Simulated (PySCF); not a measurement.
# Stretching GeTe

Set-up: basis Ge def2-SVP, Te def2-SVP with ECP28; scalar-relativistic core potentials; PySCF 2.14. Energies in eV from Ge + Te in their ground configurations at the same level. State: ¹Σ⁺ (singlet), closed shell.

All columns are r²SCANh. A positive dipole means Ge(−)Te(+).

| R (Å) | E (eV) | μ (D) | Mulliken charge on Ge (basis-dependent) | HOMO (eV) | LUMO (eV) | Mayer bond order | ⟨S²⟩ |
| --- | --- | --- | --- | --- | --- | --- | --- |
| 2.022 | -2.756 | 0.20 | 0.02 | -6.67 | -2.33 | 2.52 | 0.00 |
| 2.116 | -3.646 | -0.17 | 0.07 | -6.81 | -2.53 | 2.49 | 0.00 |
| 2.210 | -4.130 | -0.55 | 0.11 | -6.91 | -2.73 | 2.48 | 0.00 |
| 2.280 | -4.297 | -0.83 | 0.14 | -6.90 | -2.87 | 2.47 | 0.00 |
| 2.351 | -4.339 | -1.11 | 0.16 | -6.75 | -3.01 | 2.46 | 0.00 |
| 2.421 | -4.286 | -1.37 | 0.18 | -6.62 | -3.14 | 2.45 | 0.00 |
| 2.516 | -4.107 | -1.72 | 0.20 | -6.45 | -3.30 | 2.44 | 0.00 |
| 2.633 | -3.767 | -2.12 | 0.22 | -6.27 | -3.50 | 2.43 | 0.00 |
| 2.774 | -3.262 | -2.56 | 0.23 | -6.09 | -3.71 | 2.43 | 0.00 |
| 2.962 | -2.528 | -3.08 | 0.24 | -5.89 | -3.94 | 2.42 | 0.00 |

A fit through these points gives, at Re = 2.344 Å, μ = -1.08 D and dμ/dR = -3.87 D/Å; the reduced mass is 47.11 u.

Task: How strong is the fundamental in the double-harmonic approximation, I = 42.26·(dμ/dR)²/μred km/mol?

Result: I = 42.26·(-3.87)²/47.11 = 13.4 km/mol at r²SCANh.

These are scalar-relativistic numbers at best; spin–orbit coupling would shift them, the dissociation energy most.
